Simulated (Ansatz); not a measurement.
The molecule BCl, closed-shell singlet (the spin of the measured ground state).

The constants come from a fifth-degree fit in 1/R (seven points, main isotopes). In def2 and cc sets the state is the lowest found near the PBE0 minimum, followed along R. The singlet is held restricted. HF and MP2 rows in def2 and cc sets belong to the determinant that coupled cluster picked by its CCSD energy.

Frozen-core correlation. CBS: X⁻³ extrapolation of the correlation energy, Hartree–Fock from the larger set.

Run with Ansatz (Gaussian orbitals). Values without a source in brackets are computed.

D_e counts from each atom's lowest state at the same level, without counterpoise or zero-point energy.

```
level                                          r_e (Å)  ω_e (cm⁻¹)  ω_e x_e (cm⁻¹)  D_e (eV)  dipole (D)
---------------------------------------------  -------  ----------  --------------  --------  ----------
HF/aug-cc-pV(Q+d)Z                               1.717         853             5.6         -           -
HF/aug-cc-pV(5+d)Z                               1.717         854             5.6         -           -
SVWN5/def2-TZVPP                                 1.710         839             5.2      6.23        1.82
B3LYP/def2-TZVPP                                 1.722         825             5.4      5.17        1.62
wB97M-V/def2-TZVPP                               1.717         842             5.1      5.45        1.59
SCS-MP2/def2-TZVPP                               1.716         856             5.5         -           -
CCSD(T)/CBS(def2-TZVPP, def2-QZVPP)              1.723         [?]             5.3      5.31           -
CCSD(T)/CBS(aug-cc-pV(Q+d)Z, aug-cc-pV(5+d)Z)      [?]         [?]             5.4         -           -
```

### Question
What belongs in the gaps?

### Answer

- CCSD(T)/CBS(aug-cc-pV(Q+d)Z, aug-cc-pV(5+d)Z), r_e (Å): 1.721
- CCSD(T)/CBS(aug-cc-pV(Q+d)Z, aug-cc-pV(5+d)Z), ω_e (cm⁻¹): 837
- CCSD(T)/CBS(def2-TZVPP, def2-QZVPP), ω_e (cm⁻¹): 835

Measured for the ground state: r_e 1.7159 Å [Huber and Herzberg (1979), NIST Chemistry WebBook]. ω_e 840.29 cm-1, ω_e x_e 5.4917 cm-1, B_e 0.68428 cm-1, α_e 0.0068124 cm-1 [Irikura, J. Phys. Chem. Ref. Data 36, 389 (2007)].

Doubts at one or more of the structures used: a restricted determinant that unrestricted orbitals would lower (HF/aug-cc-pV(Q+d)Z, HF/aug-cc-pV(5+d)Z, SCS-MP2/def2-TZVPP, CCSD(T)/CBS(def2-TZVPP, def2-QZVPP), CCSD(T)/CBS(aug-cc-pV(Q+d)Z, aug-cc-pV(5+d)Z)).

Ansatz is a quantum-chemistry and plane-wave program.
